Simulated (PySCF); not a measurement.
Computed IR spectrum (relative IR intensity) of a molecule C₄H₅Br. Geometry optimised at B3LYP-D3(BJ)/def2-SVP. The values are those of a single conformer. Method: B3LYP-D3(BJ)/def2-SVP (PySCF 2.14.0). Frequencies are harmonic and unscaled.

Lines under 2 % of the strongest are left out, and lines within 2 cm⁻¹ are merged.

ν (cm⁻¹): 160 (vw), 323 (w), 647 (vw), 759 (vs), 834 (s), 931 (s), 954 (w), 966 (s), 1038 (s), 1167 (vw), 1230 (m), 1293 (m), 1309 (w), 1429 (w), 1644 (m), 1705 (s), 3139 (w), 3148 (w), 3166 (w), 3205 (m), 3241 (m) (against the strongest line: vs over 80 %, s over 45 %, m over 15 %, w over 4 %, vw less)

Task: Which molecule gave these data?
(A) C=C=CCBr
(B) CC=C=CBr
(C) C=C/C=C/Br
(D) C#CCCBr

Result: C, C=C/C=C/Br
